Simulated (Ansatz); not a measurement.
`C/C=C/[SiH2]N` + `C#CCO` → `C#C[SiH2]N` + `C/C=C/CO`  (formal exchange of groups at the Si–C bond)

Gas-phase electronic energies from Ansatz, PBE0-D4/def2-TZVP geometries. CCSD(T)/CBS adds triple-zeta CCSD(T) − MP2 to the extrapolated MP2 energy (def2 sets, frozen cores). This one scheme is used for every species. Double bonds are as drawn, so ΔE can hold a change between cis and trans. Functionals use def2-TZVPP. One conformer a species, not always the lowest.

| level | ΔE (kJ/mol) |
| --- | --- |
| r2SCAN-D4 | -32.4 |
| HF/def2-SVP | -33.9 |

Q: What does CCSD(T)/CBS give? (Estimate.)

A: Ansatz gave: -35.5 kJ/mol. The listed levels differ from it by 3.1, 1.6 kJ/mol.

Largest T1 diagnostic among the species: 0.012.

Leaving LDA and LC-ωPBE aside and taking each functional with its dispersion term where it has one, the values, not all of them listed here, spread over 5.9 kJ/mol, from B2PLYP to PBE-D4.

CCSD(T)/CBS has its own doubt, a few kJ/mol and more with outer-core shells, so smaller differences from it don't rank the levels.
